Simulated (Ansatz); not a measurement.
Cd₆S₅⁻, relaxed as a doublet with UKS PBE-D4/def2-SVP in Ansatz, starting from the PBE-D4/def2-SVP geometry of the neutral singlet. Force threshold 0.03 eV/Å.

In the def2 sets Cd takes a core potential; there is no spin–orbit coupling. The structure comes from a short search, and lower isomers may exist.

Start:

| atom | x (Å) | y (Å) | z (Å) |
| --- | --- | --- | --- |
| Cd1 | -2.238 | 1.049 | -1.139 |
| Cd2 | 1.584 | 0.127 | -2.226 |
| Cd3 | 0.144 | -0.879 | 0.420 |
| Cd4 | 2.919 | -1.871 | 2.344 |
| Cd5 | -0.196 | -2.917 | 2.848 |
| Cd6 | 2.326 | 1.712 | -4.567 |
| S7 | -1.496 | -0.201 | 2.177 |
| S8 | -1.515 | 1.888 | 1.777 |
| S9 | -0.879 | -0.635 | -2.113 |
| S10 | -3.221 | 2.372 | 0.581 |
| S11 | 2.573 | -0.645 | -0.102 |

| step | energy (eV) | largest force component (eV/Å) | SCF passes |
| --- | --- | --- | --- |
| 1 | -81532.1188 | 0.595 | 25 |
| 2 | -81532.2414 | 0.175 | 26 |
| 3 | -81532.2557 | 0.078 | 24 |
| 4 (rejected) | -81532.2399 | 0.210 | 27 |
| 5 | -81532.2650 | 0.046 | 23 |
| 6 (rejected) | -81532.2624 | 0.110 | 23 |
| 7 | -81532.2678 | 0.019 | 22 |
| 8 | -81532.2689 | 0.020 | 22 |
| 9 | -81532.2695 | 0.023 | 23 |
| 10 | -81532.2700 | 0.019 | 23 |

Force components are those of the run's own axes.

End:

```tsv
atom	x (Å)	y (Å)	z (Å)
Cd1	-2.2639	1.0535	-1.0827
Cd2	1.9481	0.1526	-2.2924
Cd3	0.1641	-0.7970	0.3559
Cd4	2.9809	-2.0931	2.4470
Cd5	-0.2081	-2.7570	2.9137
Cd6	2.1677	1.7596	-4.8032
S7	-1.5002	-0.1927	2.1752
S8	-1.6738	1.9157	1.8241
S9	-0.7898	-0.4716	-2.0899
S10	-3.4054	2.3149	0.6049
S11	2.5804	-0.8850	-0.0526
```

By distances, no bond broke or formed. The bond that changes most is Cd2–S9, from 2.58 to 2.82 Å (atoms count from 1).

The force fell under the threshold at step 7, but the optimiser went on and released 0.002 eV more. No frequencies were taken in this run, so the end may be a saddle point.

It took 2 min on 4 threads of Arm Neoverse V1 on a shared host, peak host memory 0.71 GiB.
